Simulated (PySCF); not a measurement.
propylene glycol (C3H8O2), SMILES CC(CO)O. Atoms are numbered in the order given.

```xyz
13

C      1.8257     0.1454     0.3725
C      0.4359     0.2827    -0.2117
O     -0.3026     1.3250     0.4054
C     -0.3862    -0.9971    -0.1386
O     -1.6773    -0.7799    -0.6152
H      2.3648     1.1016     0.3129
H      1.7785    -0.1581     1.4326
H      2.4105    -0.6166    -0.1646
H      0.5026     0.5791    -1.2721
H     -0.2565     1.1886     1.3600
H      0.0836    -1.7922    -0.7412
H     -0.3855    -1.3539     0.9176
H     -1.9120     0.1050    -0.2998
```

The structure is a stationary point at PBE0-D3(BJ)/def2-SVP. One conformer was computed; it need not be the lowest.

All values below come from HF/def2-TZVP (PySCF).

ESP charges are fitted to the potential on shells at 1.4 to 2.0 van der Waals radii. Atomic charges (e):

```csv
atom,ESP fit,meta-Löwdin,Mulliken
C1,-0.71,-0.29,-0.34
C2,0.41,0.18,0.17
O3,-0.69,-0.58,-0.57
C4,0.01,0.07,0.07
O5,-0.62,-0.58,-0.55
H6,0.20,0.10,0.13
H7,0.17,0.08,0.09
H8,0.17,0.10,0.11
H9,0.08,0.09,0.07
H10,0.43,0.33,0.33
H11,0.10,0.09,0.08
H12,0.05,0.05,0.05
H13,0.41,0.35,0.35
```

Computed Mayer and Wiberg (Löwdin basis) orders of the bonds:
```json
[
 {"bond": "C1–C2", "Mayer": "1.00", "Wiberg": "1.26"},
 {"bond": "C2–O3", "Mayer": "0.87", "Wiberg": "1.49"},
 {"bond": "C2–C4", "Mayer": "1.03", "Wiberg": "1.19"},
 {"bond": "C4–O5", "Mayer": "0.95", "Wiberg": "1.60"},
 {"bond": "C1–H6", "Mayer": "0.99", "Wiberg": "0.91"},
 {"bond": "C1–H7", "Mayer": "0.97", "Wiberg": "0.90"},
 {"bond": "C1–H8", "Mayer": "0.98", "Wiberg": "0.90"},
 {"bond": "C2–H9", "Mayer": "0.97", "Wiberg": "0.82"},
 {"bond": "O3–H10", "Mayer": "0.88", "Wiberg": "1.01"},
 {"bond": "C4–H11", "Mayer": "0.98", "Wiberg": "0.88"},
 {"bond": "C4–H12", "Mayer": "0.96", "Wiberg": "0.88"},
 {"bond": "O5–H13", "Mayer": "0.86", "Wiberg": "0.99"}
]
```
